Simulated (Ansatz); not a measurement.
`O[SiH](F)[SiH2]Cl`, relaxed with RKS PBE0-D4/def2-TZVP in the Gaussian-basis code of Ansatz from a PBE-D4/def2-SVP geometry. The force threshold is 0.005 eV/Å; the program also tests the step.

Charge 0, multiplicity 1.

Start:

```xyz
9

O     0.947   -0.739   -1.510
Si    0.889   -0.272    0.091
F     1.235   -1.544    1.075
Si   -1.328    0.393    0.481
Cl   -1.592    2.199   -0.541
H     1.832   -0.831   -1.904
H     1.916    0.784    0.401
H    -2.312   -0.618   -0.036
H    -1.586    0.628    1.943
```

Task: By how much does the energy fall, and how many steps does the optimiser take? (An estimate is asked.)

Result: Ansatz gave: 7.18 kJ/mol, in 7 steps.

Task: Which bonds change most? (Best estimate.)

Result: The calculation gave: Si2–F3 from 1.645 to 1.602 Å; O1–Si2 from 1.669 to 1.632 Å; Si4–Cl5 from 2.093 to 2.063 Å; Si2–H7 from 1.505 to 1.486 Å.

Task: Give the relaxed structure. (Best estimate.)

Result: Computed: 
```xyz
9

O     0.965   -0.744   -1.475
Si    0.888   -0.281    0.089
F     1.230   -1.511    1.057
Si   -1.323    0.390    0.477
Cl   -1.600    2.177   -0.516
H     1.821   -0.826   -1.899
H     1.901    0.764    0.388
H    -2.306   -0.593   -0.042
H    -1.575    0.626    1.920
```
